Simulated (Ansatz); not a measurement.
Z-matrix (Å, degrees):
```
C
N 1 1.419
O 1 1.433 2 109.8
H 1 1.096 2 110.3 3 -121.2
H 1 1.097 2 109.0 3 119.7
Si 2 1.729 1 118.8 3 -62.6
H 2 1.010 1 112.8 3 80.1
H 3 0.962 1 108.8 2 175.8
O 6 1.644 2 114.3 1 71.6
H 6 1.479 2 109.0 1 -170.1
H 6 1.487 2 104.5 1 -50.0
H 9 0.962 6 113.1 2 -39.7
```

Total charge 0; spin multiplicity 1.

(1) List the B3LYP/def2-TZVPP orbital energies in eV (Ansatz). (Estimate.)

## Answers

(1) The calculation gave: Occupied: -1799.25, -520.83, -520.15, -389.25, -279.15, -143.67, -99.01, -98.99, -98.98, -28.37, -27.09, -24.14, -18.09, -15.25, -14.66, -14.17, -12.84, -11.88, -10.55, -10.26, -10.19, -9.49, -8.31, -8.05, -7.42. Lowest empty: 0.39, 0.86, 0.99, 1.82, 2.01, 2.60, 2.65, 2.85.

B3LYP here is the variant with VWN-RPA as its local correlation; programs differ in this.
